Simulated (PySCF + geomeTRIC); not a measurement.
Computed with PySCF + geomeTRIC with B3LYP-D3(BJ)/def2-TZVP. fastk is a local helper that only speeds up exchange builds. No frequencies were computed at this level.

```python
import json, numpy as np
from pyscf import gto, dft
from fastk import lowrank_exchange
atoms = """
N      0.202008     1.263718    -1.171752
Si     0.000001     0.000001     0.000000
N     -0.090485     0.877709     1.494065
N     -1.400764    -0.980423    -0.295658
N      1.289244    -1.161002    -0.026654
H      0.196099     0.982516    -2.138921
H     -0.385364     2.074333    -1.063006
H     -0.127966     0.325880     2.335853
H      0.577787     1.620475     1.619127
H     -2.292408    -0.515045    -0.241615
H     -1.454317    -1.850012     0.209192
H      2.224270    -0.793355     0.044677
H      1.261897    -1.844794    -0.765307
"""
def scf(charge, spin, dm0=None):
    mol = gto.M(atom=atoms, basis='def2-tzvp', ecp={}, charge=charge, spin=spin, verbose=3, max_memory=5040)
    mf = dft.KS(mol, xc='b3lyp').density_fit(auxbasis="def2-universal-jkfit")
    mf.disp = 'd3bj'
    mf.grids.level = 3
    mf.conv_tol = 1e-8
    mf.max_cycle = 60
    mf.kernel(dm0)
    if not mf.converged:
        mf = mf.newton().run(mf.mo_coeff, mf.mo_occ).undo_soscf()
    return mf
mf = scf(0, 0)
from pyscf.geomopt.geometric_solver import kernel as optimize
path = []
done, mol = optimize(mf, maxsteps=80, assert_convergence=False, callback=lambda env: path.append((env["energy"], bool(env["g_scanner"].converged))))
res = dict(converged=bool(done and path[-1][1]), energy=path[-1][0], path=[e for e, c in path], xyz=mol.atom_coords(unit="Angstrom").tolist(), nao=mol.nao)
json.dump(res, open("result.json", "w"))
```

Output:

```
converged SCF energy = -513.606575869491
Geometry optimization cycle 1
converged SCF energy = -513.606575869446
cycle 1: E = -513.606575869  dE = -513.607  norm(grad) = 0.0177913
Geometry optimization cycle 2
converged SCF energy = -513.607282063368
cycle 2: E = -513.607282063  dE = -0.000706194  norm(grad) = 0.00811203
Geometry optimization cycle 3
converged SCF energy = -513.607975284237
cycle 3: E = -513.607975284  dE = -0.000693221  norm(grad) = 0.0111187
Geometry optimization cycle 4
converged SCF energy = -513.608392785503
cycle 4: E = -513.608392786  dE = -0.000417501  norm(grad) = 0.00885227
Geometry optimization cycle 5
converged SCF energy = -513.608623018986
cycle 5: E = -513.608623019  dE = -0.000230233  norm(grad) = 0.00306153
Geometry optimization cycle 6
converged SCF energy = -513.608708758981
cycle 6: E = -513.608708759  dE = -8.574e-05  norm(grad) = 0.00156169
Geometry optimization cycle 7
converged SCF energy = -513.608753572138
cycle 7: E = -513.608753572  dE = -4.48132e-05  norm(grad) = 0.0021189
Geometry optimization cycle 8
converged SCF energy = -513.608781007341
cycle 8: E = -513.608781007  dE = -2.74352e-05  norm(grad) = 0.00155468
Geometry optimization cycle 9
converged SCF energy = -513.608795445958
cycle 9: E = -513.608795446  dE = -1.44386e-05  norm(grad) = 0.000632153
Geometry optimization cycle 10
converged SCF energy = -513.608800154411
cycle 10: E = -513.608800154  dE = -4.70845e-06  norm(grad) = 0.000370544
Geometry optimization cycle 11
converged SCF energy = -513.608801357707
cycle 11: E = -513.608801358  dE = -1.2033e-06  norm(grad) = 0.000266304
Geometry optimization cycle 12
converged SCF energy = -513.608801661952
cycle 12: E = -513.608801662  dE = -3.04244e-07  norm(grad) = 0.000101125
<class 'geometric.internal.Distance'> : 12
<class 'geometric.internal.Angle'> : 18
<class 'geometric.internal.Dihedral'> : 24
<class 'geometric.internal.TranslationX'> : 1
<class 'geometric.internal.TranslationY'> : 1
<class 'geometric.internal.TranslationZ'> : 1
<class 'geometric.internal.RotationA'> : 1
<class 'geometric.internal.RotationB'> : 1
<class 'geometric.internal.RotationC'> : 1
Step    0 : Gradient = 4.934e-03/7.319e-03 (rms/max) Energy = -513.6065758694
Step    1 : Displace = 1.687e-02/1.934e-02 (rms/max) Trust = 1.000e-01 (=) Grad = 2.250e-03/3.637e-03 (rms/max) E (change) = -513.6072820634 (-7.062e-04) Quality = 1.492
Step    2 : Displace = 3.019e-02/4.118e-02 (rms/max) Trust = 1.414e-01 (+) Grad = 3.084e-03/4.432e-03 (rms/max) E (change) = -513.6079752842 (-6.932e-04) Quality = 1.388
Step    3 : Displace = 2.621e-02/3.653e-02 (rms/max) Trust = 2.000e-01 (+) Grad = 2.455e-03/3.744e-03 (rms/max) E (change) = -513.6083927855 (-4.175e-04) Quality = 1.418
Step    4 : Displace = 2.258e-02/2.650e-02 (rms/max) Trust = 2.828e-01 (+) Grad = 8.491e-04/1.355e-03 (rms/max) E (change) = -513.6086230190 (-2.302e-04) Quality = 1.337
Step    5 : Displace = 1.674e-02/2.199e-02 (rms/max) Trust = 3.000e-01 (+) Grad = 4.331e-04/4.724e-04 (rms/max) E (change) = -513.6087087590 (-8.574e-05) Quality = 1.378
Step    6 : Displace = 1.499e-02/2.255e-02 (rms/max) Trust = 3.000e-01 (=) Grad = 5.877e-04/8.733e-04 (rms/max) E (change) = -513.6087535721 (-4.481e-05) Quality = 1.398
Step    7 : Displace = 1.281e-02/2.061e-02 (rms/max) Trust = 3.000e-01 (=) Grad = 4.312e-04/6.929e-04 (rms/max) E (change) = -513.6087810073 (-2.744e-05) Quality = 1.374
Step    8 : Displace = 8.237e-03/1.359e-02 (rms/max) Trust = 3.000e-01 (=) Grad = 1.753e-04/2.522e-04 (rms/max) E (change) = -513.6087954460 (-1.444e-05) Quality = 1.308
Step    9 : Displace = 2.797e-03/4.177e-03 (rms/max) Trust = 3.000e-01 (=) Grad = 1.028e-04/1.310e-04 (rms/max) E (change) = -513.6088001544 (-4.708e-06) Quality = 1.278
Step   10 : Displace = 1.315e-03/1.409e-03 (rms/max) Trust = 3.000e-01 (=) Grad = 7.386e-05/1.184e-04 (rms/max) E (change) = -513.6088013577 (-1.203e-06) Quality = 1.393
Step   11 : Displace = 8.313e-04/1.143e-03 (rms/max) Trust = 3.000e-01 (=) Grad = 2.805e-05/4.849e-05 (rms/max) E (change) = -513.6088016620 (-3.042e-07) Quality = 1.391
Converged! =D
```

Cost: around 4 core-minutes (rough).
